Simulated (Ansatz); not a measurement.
Job for Ansatz (a program for electronic structure): R-B3LYP/def2-TZVPP on BrH3Ti (SMILES [TiH3][Br]), atoms moved off the minimum.

Ansatz 0.2 input:
```yaml
crystal:
  periodic: [false, false, false]
  atoms:
    - {symbol: Ti, position_ang: [1.10967189, -0.03352177, 0.76971711]}
    - {symbol: Br, position_ang: [-0.84512015, 0.10643671, -0.53200349]}
    - {symbol: H, position_ang: [2.20432050, 0.86415276, -0.37341997]}
    - {symbol: H, position_ang: [1.18529665, 0.43329939, 2.31208144]}
    - {symbol: H, position_ang: [1.89728677, -1.45705895, 0.60177736]}
basis:
  gaussian:
    orbitals: def2-TZVPP
hamiltonian:
  xc: {name: B3LYP}
scf: {lower_state_search: off}
output: {forces: true}
```

Output:

```
WARN ansatz: RAYON_NUM_THREADS=4 ignored (pool sized by the plan → 4); use --threads N
Functional definition: B3LYP
these checks for a lower state are left out or cut short: stability, starts, cluster_reference, orbital_swaps, neighbouring_geometries, increment
integrals: 0.07 GiB planned
1088 factors; their error is unknown
mean field: 0.72 GiB planned
mean field evaluation 1: about -93209.6352 eV, gradient 1.8e1 eV
mean field evaluation 2: about -93209.3232 eV, gradient 2.3e1 eV
mean field evaluation 4: about -93210.7063 eV, gradient 2.9e0 eV
mean field evaluation 8: about -93210.7258 eV, gradient 3.2e-2 eV
mean field evaluation 16: about -93211.1630 eV, gradient 1.0e-3 eV
mean field -93211.16303992 eV, -3425.4470609215 hartree, gradient 4.5e-6 eV, S^2 0.000000; 0 other end points of the search recorded, 0 dependent functions left out
the calculation of the forces begins
reference -93211.16329759 eV, -3425.4470703907 hartree; 30, 30 occupied and 124, 124 virtual orbitals, 1088 factors
Total energy: -93211.16329759 eV, -3425.4470703907 hartree
Atom 0 at     1.109672    -0.033522     0.769717 Å, force     0.669950     0.769650    -2.256603 eV/Å
Atom 1 at    -0.845120     0.106437    -0.532003 Å, force    -0.083062    -0.085360     0.235712 eV/Å
Atom 2 at     2.204321     0.864153    -0.373420 Å, force    -0.631675    -0.468417     0.960401 eV/Å
Atom 3 at     1.185297     0.433299     2.312081 Å, force    -0.092793     0.424047     1.069962 eV/Å
Atom 4 at     1.897287    -1.457059     0.601777 Å, force     0.137581    -0.639920    -0.009471 eV/Å
Dipole moment:    -0.016157    -0.026608     0.221755 e Å
Checks for a lower state left out: stability, starts, cluster_reference, orbital_swaps, neighbouring_geometries, increment
```

The calculation finished and met its thresholds.

Cost: roughly 5 core-seconds.
